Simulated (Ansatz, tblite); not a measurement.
Forces on Sn2O6 at its B3LYP-D4/def2-SVP geometry. The state is a singlet with charge 0.

In the def2 sets Sn takes a core potential; there is no spin–orbit coupling. The xTB rows come from tblite. The structure holds 4 bonds between oxygen atoms, so isomers without such links may lie far lower. The restricted singlet is unstable towards broken spin symmetry in Hartree–Fock (as tested in another run); at PBE-D4/def2-TZVP this wasn't settled. Another isomer (singlet) lies 0.96 eV lower at PBE0-D4/def2-TZVP; other spin states weren't run for this one.

GFN1-xTB (tblite), largest force 2.50 eV/Å:

```xyz
8
positions Å, forces eV/Å
Sn   -0.657   -1.090    1.789   -0.432    0.425   -0.197
Sn   -0.798    1.914   -0.719   -0.134   -0.102    0.615
O     0.586    0.755   -1.715   -0.327   -0.669    0.199
O     1.582   -0.717   -0.262   -0.808   -0.742   -1.020
O     0.937   -1.619    0.594    0.226    0.727   -0.125
O    -0.678    1.048    1.321   -1.556   -1.124   -1.596
O     0.759   -0.612   -1.461    1.198    0.520    0.733
O    -1.732    0.319    0.452    1.832    0.966    1.391
```

GFN2-xTB (tblite), largest force 1.84 eV/Å:

```
Sn -0.479 -0.432 0.749
Sn -0.362 0.911 -0.128
O 0.191 -1.176 -0.220
O -1.367 -0.856 -0.882
O 0.904 0.554 -0.586
O -1.077 -0.730 -0.892
O 1.118 0.997 1.066
O 1.072 0.732 0.895
```

PBE-D4/def2-TZVP (Ansatz), largest force 0.68 eV/Å:

```
Sn -0.014 0.232 -0.160
Sn -0.015 -0.214 0.183
O -0.172 0.624 -0.201
O 0.569 0.103 0.110
O -0.234 -0.394 0.499
O 0.050 0.044 0.068
O -0.108 -0.365 -0.450
O -0.077 -0.030 -0.049
```
